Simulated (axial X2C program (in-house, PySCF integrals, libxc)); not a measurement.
Outer orbitals of NiH at 1.455 Å, PBE0

Calculated with an in-house relativistic program for diatomic molecules. Spin-free means the one-electron spin-free X2C Hamiltonian; two-component (2c) means X2C with spin–orbit coupling and atomic mean-field two-electron Coulomb and Gaunt terms, so the difference of the two also holds small scalar two-electron terms. Basis: Ni dyall-cv3z [9s9p6d3f2g], H dyall-v3z [6s2p1d] (cores contracted in-house); Gaussian nuclei, density fitting, unrestricted open shells. Masses: Ni 57.935 u, H 1.008 u.

The distance is close to the 2c PBE0 minimum; the highest filled and lowest empty levels are listed.

Spin-free orbitals, state M_S = 1/2, Λ = 2 (beyond evenly filled blocks: δ+α, δ+β, δ-α) (Löwdin shares):

```json
{"symmetry": "σα", "occupied": "yes", "ε (eV)": "-9.40", "atomic character": "50% Ni d, 36% H s, 10% Ni s"}
{"symmetry": "σβ", "occupied": "yes", "ε (eV)": "-8.99", "atomic character": "48% H s, 32% Ni d, 15% Ni s"}
{"symmetry": "δ+α", "occupied": "yes", "ε (eV)": "-8.93", "atomic character": "100% Ni d"}
{"symmetry": "δ-α", "occupied": "yes", "ε (eV)": "-8.93", "atomic character": "100% Ni d"}
{"symmetry": "π+α", "occupied": "yes", "ε (eV)": "-7.93", "atomic character": "98% Ni d"}
{"symmetry": "π-α", "occupied": "yes", "ε (eV)": "-7.93", "atomic character": "98% Ni d"}
{"symmetry": "δ+β", "occupied": "yes", "ε (eV)": "-7.43", "atomic character": "100% Ni d"}
{"symmetry": "π+β", "occupied": "yes", "ε (eV)": "-7.29", "atomic character": "98% Ni d"}
{"symmetry": "π-β", "occupied": "yes", "ε (eV)": "-7.06", "atomic character": "98% Ni d"}
{"symmetry": "σα", "occupied": "yes", "ε (eV)": "-6.59", "atomic character": "42% Ni d, 36% Ni s, 20% H s"}
{"symmetry": "σβ", "occupied": "yes", "ε (eV)": "-5.86", "atomic character": "54% Ni d, 36% Ni s, 10% H s"}
{"symmetry": "σα", "occupied": "no", "ε (eV)": "-1.94", "atomic character": "56% Ni p, 29% Ni s, 9% H s"}
{"symmetry": "σβ", "occupied": "no", "ε (eV)": "-1.82", "atomic character": "57% Ni p, 24% Ni s, 10% Ni d"}
{"symmetry": "δ-β", "occupied": "no", "ε (eV)": "-1.53", "atomic character": "100% Ni d"}
{"symmetry": "π+β", "occupied": "no", "ε (eV)": "-0.25", "atomic character": "98% Ni p"}
```

Spinors with spin–orbit coupling (state Ω = 5/2):

| ω | occupied | ε (eV) | atomic character | λ mixture |
| --- | --- | --- | --- | --- |
| 1/2 | yes | -9.40 | 51% Ni d, 36% H s, 10% Ni s | 100% σ |
| -3/2 | yes | -9.02 | 100% Ni d | 100% δ |
| -1/2 | yes | -9.00 | 47% H s, 32% Ni d, 15% Ni s | 100% σ |
| 5/2 | yes | -8.84 | 100% Ni d | 100% δ |
| -1/2 | yes | -7.97 | 98% Ni d | 100% π, 0% σ |
| 3/2 | yes | -7.91 | 99% Ni d | 95% π, 5% δ |
| 3/2 | yes | -7.50 | 100% Ni d | 95% δ, 5% π |
| 1/2 | yes | -7.33 | 98% Ni d | 99% π, 1% σ |
| -3/2 | yes | -7.02 | 98% Ni d | 100% π |
| 1/2 | yes | -6.58 | 43% Ni d, 36% Ni s, 20% H s | 99% σ, 1% π |
| -1/2 | yes | -5.86 | 54% Ni d, 36% Ni s, 10% H s | 100% σ |
| 1/2 | no | -1.94 | 56% Ni p, 29% Ni s, 9% H s | 100% σ |
| -1/2 | no | -1.82 | 57% Ni p, 24% Ni s, 10% Ni d | 100% σ |
| -5/2 | no | -1.46 | 100% Ni d | 100% δ |
| 1/2 | no | -0.26 | 98% Ni p | 100% π |

Mulliken charges and populations of the two-component result (they depend on the basis, above all on diffuse functions):

Ni 0.18 e (s 7.03 p 12.04 d 8.75), H -0.18 e (s 1.16 p 0.02). ⟨Lz⟩ = 2.00 ħ and ⟨Sz⟩ = 0.50 ħ (0.51 and -0.01 on the two atoms), which add up to Ω.

One determinant describes the state; a PBE0 search over occupations chose it and may have missed a lower one. Density functionals use the spin component along the axis (collinear). PBE0 can misorder states that lie within some tenths of an eV, so this need not be the ground state of the molecule. The nearest other spin-free determinant of the search, M_S = 1/2, Λ = 0, lies 0.12 eV up at the distance of the search. Without a current term, density functionals place determinants with orbital angular momentum somewhat too high.
